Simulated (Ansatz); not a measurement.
PBE exchange is replaced step by step with exact exchange (0 % is PBE, 25 % PBE0; no dispersion term), basis def2-TZVP, Ansatz. System: the cluster Cu₂O₂⁺ (the lowest doublet isomer of a short search). The state is a doublet with charge 1. Geometry: PBE-D4/def2-SVP.

Geometry of the doublet:

```csv
atom,x (Å),y (Å),z (Å)
Cu1,-0.9840,0.6086,-0.4418
Cu2,0.9842,-0.6083,0.4419
O3,0.6237,0.1580,-1.1718
O4,-0.6239,-0.1582,1.1717
```

At PBE with 5 % exact exchange/def2-TZVP, PBE with 10 % exact exchange/def2-TZVP, PBE with 15 % exact exchange/def2-TZVP, PBE0-D4/def2-TZVP and others the charge 1 doublet is spin-contaminated (final ⟨S²⟩ up to 1.70, 0.75 for a pure state). The order of the spin states hangs on the level: the quartet lies 0.12 eV below the doublet at PBE0-D4/def2-TZVP, but 0.21 eV above it at PBE-D4/def2-TZVP. The doublet is doubtful at PBE0-D4/def2-TZVP (⟨S²⟩ 1.56, where a pure state has 0.75). Another isomer (doublet) lies 0.46 eV lower at PBE0-D4/def2-TZVP.

HOMO and LUMO are taken over both spins.

```csv
exact exchange (%),HOMO (eV),LUMO (eV),gap (eV),⟨S²⟩
0,-12.89,-12.20,0.69,0.769
5,-13.05,-11.98,1.07,1.082
10,-13.20,-11.76,1.44,1.272
15,-13.31,-11.53,1.78,1.401
25,-13.74,-10.71,3.03,1.557
35,-14.25,-9.87,4.38,1.636
50,-14.90,-8.70,6.21,1.704
```
